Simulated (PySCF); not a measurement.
Species: C₃H₁₂Si₃.
Cartesian coordinates in Å at the PBE0-D3(BJ)/def2-SVP level; atoms count from 1:
```xyz
18
C3H12Si3 angstrom
C      3.2953   -0.5658   -0.4391
C      2.1845   -0.5312    0.3066
Si     0.8140    0.7118    0.0386
C     -0.8019   -0.1137   -0.4917
Si    -2.1770    1.1531   -0.7344
Si    -1.3294   -1.4857    0.6871
H      4.0876   -1.3043   -0.2719
H      3.4665    0.1485   -1.2528
H      2.0791   -1.2757    1.1071
H      1.2600    1.6727   -1.0186
H      0.5497    1.4717    1.3021
H     -0.6135   -0.5831   -1.4758
H     -3.3691    0.5155   -1.3736
H     -1.7160    2.2813   -1.6021
H     -2.5914    1.7137    0.5886
H     -2.6790   -2.0176    0.3211
H     -0.3522   -2.6170    0.6585
H     -1.3942   -0.9541    2.0836
```

Linear response at CAM-B3LYP/def2-SVPD (PySCF, frozen core in the response, non-relativistic).

Static isotropic polarisability: 119.16 au (17.66 Å³), principal values 97.6, 117.5, 142.4 au.

(1) What is the polarisability at 1064 nm and at the sodium D line?

(2) What is the isotropic C6 coefficient between two such molecules, C6 = (3/π)∫α(iω)² dω?

(3) Which effective excitation energy ω̄ makes London's formula C6 = (3/4)α²ω̄ exact here?

(4) How many electrons N does the Slater–Kirkwood formula C6 = (3/4)·√N·α^(3/2) need to give this C6?

(5) What molar refraction at the D line follows from R = (4π/3)·N_A·α′, with α′ the polarisability volume?

(6) What three-body coefficient follows from the one-pole estimate C9 = (3/4)·α·C6?

(7) How anisotropic is the static polarisability, by Δα² = ½[(α1 − α2)² + (α2 − α3)² + (α3 − α1)²]?

(8) What n − 1 at the D line would an ideal gas of it have at 273.15 K and 1 atm (2.6868 × 10¹⁹ cm⁻³), by n − 1 = 2π·N·α′?

## Answers

(1) 120.42 au at 1064 nm (+1.1 %), 123.44 au at 589.3 nm (+3.6 %). The rise at 589.3 nm is 3.37 times that at 1064 nm; a pure ω² law gives 3.26. The lowest singlet lies at 187 nm, shorter than both wavelengths.

(2) 4899 au (Eh·bohr⁶) by a ten-point quadrature over imaginary frequencies, which is 2930 eV·Å⁶ or 282 J·nm⁶/mol.

(3) ω̄ = 4·C6/(3α²) = 0.460 Eh = 12.5 eV. A one-pole form α(ω) = α/(1 − ω²/ω̄²) fitted to the 1064 nm value gives 11.3 eV.

(4) N = (4·C6/3)²/α³ = 25.2; the species has 72 electrons in all.

(5) α′ = 18.29 Å³ gives R = 46.14 cm³/mol, for isolated, non-vibrating species.

(6) 438000 au. This is an estimate from the two numbers above, not a computed integral.

(7) Δα = 38.9 au, or 0.33 of the isotropic value.

(8) 30.88 × 10⁻⁴, a formal value whether or not that pressure can be reached.

One conformer stands for the species.
